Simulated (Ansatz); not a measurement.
Consider the ligand exchange at a Ge–C bond: `N/C(Cl)=[CH]/[GeH3]` + `N=C1O[SiH2]1` → `[GeH3]/[N]=C1\O[SiH2]1` + `C=C(N)Cl`.

Gas-phase electronic energies from Ansatz, PBE0-D4/def2-TZVP geometries. CCSD(T)/CBS adds triple-zeta CCSD(T) − MP2 to the extrapolated MP2 energy (def2 sets, frozen cores). Double bonds are as drawn, so ΔE can hold a change between cis and trans. Functionals use def2-TZVPP. B3LYP here is the variant with VWN-RPA as its local correlation; programs differ in this. For Ge outer-core shells are correlated without core-valence functions, which leaves a few kJ/mol of doubt a bond. Scalar relativity is left out up to krypton. One conformer a species, not always the lowest.

| level | ΔE (kcal/mol) | difference from CCSD(T)/CBS |
| --- | --- | --- |
| PBE-D4 | -3.1 | 0.7 |
| PBE0-D4 | -3.1 | 0.7 |
| B3LYP-D4 | -4.9 | -1.1 |
| B2PLYP | -5.2 | -1.4 |
| PBE | -3.3 | 0.5 |
| r2SCAN | -3.8 | 0.0 |
| PBE0 | -3.3 | 0.5 |
| B3LYP | -5.2 | -1.4 |
| MP2/def2-TZVPP | -4.4 | -0.6 |
| MP2/def2-QZVPP | -4.2 | -0.4 |
| CCSD(T)/CBS | -3.8 | 0 |

Largest T1 diagnostic among the species: 0.017.

In def2-TZVPP, CCSD(T) changes the Hartree–Fock value by +2.5 kcal/mol (the triples alone add +0.1 kcal/mol) and MP2 by +2.2 kcal/mol.
